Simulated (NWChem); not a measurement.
# GeH3OF; SMILES [OH][GeH2][F]

All runs: NWChem. Pople sets run with spherical d functions. Each level has its own optimisation; frequencies are unscaled. One conformer.

| level | r Ge–O (Å) | r F–Ge (Å) | r H–O (Å) | highest harmonic frequency (cm⁻¹) | lowest (cm⁻¹) | zero-point energy (kcal/mol) | dipole (D) |
|---|---|---|---|---|---|---|---|
| Hartree-Fock/STO-3G | 1.731 | 1.692 | 0.983 | 4271 | 221 | 22.9 | 1.43 |
| Hartree-Fock/6-31G* | 1.755 | 1.720 | 0.948 | 4104 | 178 | 21.3 | 1.91 |
| PBE-D3(BJ)/def2-SVP | 1.784 | 1.761 | 0.975 | 3731 | 211 | 19.4 | 1.83 |
